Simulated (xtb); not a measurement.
CH₈FNSi₂, SMILES N[C@H]([SiH3])[SiH2]F. All values are semi-empirical tight-binding results from xtb (GFN2-xTB unless named), good for trends rather than for accurate numbers. Coordinates come from a GFN2-xTB optimisation. The structure was generated by enumeration; whether it is a known compound was not checked. One conformer was computed; it need not be the lowest.

```
Property                                              Result
---------------------------------------------  -------------
orbital gap                                          4.70 eV
dipole moment                                         2.01 D
zero-point energy                              53.8 kcal/mol
G − E(el) at 298.15 K (modified RRHO)          33.1 kcal/mol
static polarisability (D4 model)                  82.2 bohr³
solvation energy, GFN2-xTB/ALPB(water)         -1.1 kcal/mol
solvation energy, GFN2-xTB/ALPB(acetonitrile)  -2.6 kcal/mol
```
